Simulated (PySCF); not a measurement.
thiourea cation (CH4N2S), SMILES NC(N)=S (connectivity only; charge and spin as stated), charge +1, multiplicity 2.

Geometry: B3LYP-D3(BJ)/def2-SVP. The geometry has at least one imaginary mode, so it is a saddle point at that level. The spin state was assumed, not searched. Other conformers were not sampled.

These are PySCF 2.14.0 with TDA-PBE0/def2-SVPD values and carry that method's errors.

Vertical excitations. 

Computed UV-visible absorptions:
```csv
state,energy (eV),λ (nm),f,main pairs
root 1,0.28,4507,0.000,β HOMO→LUMO 99 %
root 2,2.59,478,0.000,β HOMO−1→LUMO 100 %
root 3,4.44,280,0.005,β HOMO−2→LUMO 98 %
root 4,4.98,249,0.005,"α HOMO→LUMO 37 %, β HOMO→LUMO+1 62 %"
root 5,5.35,232,0.000,"α HOMO−1→LUMO 50 %, β HOMO−1→LUMO+1 49 %"
root 6,6.24,199,0.000,"α HOMO→LUMO+1 45 %, β HOMO→LUMO+2 32 %, β HOMO→LUMO+3 16 %"
root 7,6.25,198,0.000,β HOMO−3→LUMO 99 %
root 8,6.40,194,0.221,"α HOMO→LUMO 60 %, β HOMO→LUMO+1 34 %"
root 9,7.01,177,0.004,"α HOMO→LUMO+1 48 %, β HOMO→LUMO+2 41 %, β HOMO→LUMO+3 8 %"
root 10,7.04,176,0.000,α HOMO−2→LUMO 99 %
```
Unrestricted roots are not spin-pure.
